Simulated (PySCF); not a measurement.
## [Ti(CH3)4] (charge 0, multiplicity 1)

All values below come from TPSSh-D3(BJ)/def2-TZVP // BP86-D3(BJ)/def2-SVP run with PySCF.

| Item | Value |
|---|---|
| HOMO | -6.78 eV |
| dipole moment | 0.02 D |
| HOMO–LUMO gap | 4.77 eV |
| LUMO | -2.00 eV |
| charge on the central atom (Mulliken) | 1.19 e |
| charge on the central atom (meta-Löwdin) | 1.30 e |
| total energy | -27461.71 eV |
| cost | very roughly 10 core-minutes |

Bonds (Å): Ti1–C2 2.070, Ti1–C6 2.070, Ti1–C10 2.071, Ti1–C14 2.071, C2–H3 1.113, C2–H4 1.113, C2–H5 1.113, C6–H7 1.113, C6–H8 1.113, C6–H9 1.113, C10–H11 1.113, C10–H12 1.113, C10–H13 1.113, C14–H15 1.113, C14–H16 1.113, C14–H17 1.113. Angles (°): C2–Ti1–C6 109.8, C2–Ti1–C10 109.3, C2–Ti1–C14 109.7, C6–Ti1–C10 109.3, C6–Ti1–C14 109.6, C10–Ti1–C14 109.1, Ti1–C2–H3 109.9, Ti1–C2–H4 110.0, Ti1–C2–H5 109.8, H3–C2–H4 109.1, H3–C2–H5 109.0, H4–C2–H5 109.0, Ti1–C6–H7 109.9, Ti1–C6–H8 109.8, Ti1–C6–H9 110.0, H7–C6–H8 109.0, H7–C6–H9 109.1, H8–C6–H9 109.0, Ti1–C10–H11 109.9, Ti1–C10–H12 109.8, Ti1–C10–H13 109.9, H11–C10–H12 109.1, H11–C10–H13 109.1, H12–C10–H13 109.1, Ti1–C14–H15 109.9, Ti1–C14–H16 109.7, Ti1–C14–H17 110.0, H15–C14–H16 109.1, H15–C14–H17 109.1, H16–C14–H17 109.0.
